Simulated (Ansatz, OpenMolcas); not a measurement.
## A ladder of methods for C5H8O2 (acetylacetone (keto form))

The species is C5H8O2 (15 atoms), meant as a singlet with charge 0. SMILES: `CC(=O)CC(C)=O`. Geometry: relaxed at PBE0-D4/def2-TZVP. This is one conformer, not always the lowest.

Each level gives the HOMO–LUMO gap (eV). The values are calculated.

| level | kind | program | value (eV) | CPU time |
| --- | --- | --- | --- | --- |
| BLYP/6-31G* (spherical functions) | GGA | OpenMolcas | 3.50 | 72 s |
| PBE/6-31G* (spherical functions) | GGA | Ansatz | 3.46 | 14 s |
| TPSS/6-31G* (spherical functions) | meta-GGA | OpenMolcas | 3.68 | 93 s |
| B3LYP/6-31G* (spherical functions) | global hybrid | OpenMolcas | 5.65 | 75 s |
| BHLYP/6-31G* (spherical functions) | global hybrid | Ansatz | ? | 23 s |
| M06-2X/6-31G* (spherical functions) | hybrid meta-GGA | OpenMolcas | ? | 85 s |
| B3LYP/6-31G* (Cartesian functions) | global hybrid | Ansatz | 5.66 | 21 s |
| B2PLYP/6-31G* (spherical functions) | double hybrid | OpenMolcas | 9.28 | 43 s |

(1) Estimate the missing values from the other rows.

Answers

(1) As computed at these levels: BHLYP/6-31G* (spherical functions): 8.95 eV; M06-2X/6-31G* (spherical functions): 8.77 eV. The values span 3.46 to 9.28 eV. Orbital gaps aren't excitation energies, and those of double hybrids come from the SCF part alone; they tend to grow with the share of exact exchange. CPU times are rough (shared hosts, several kinds of processor): they show what a rung costs within a factor of a few.
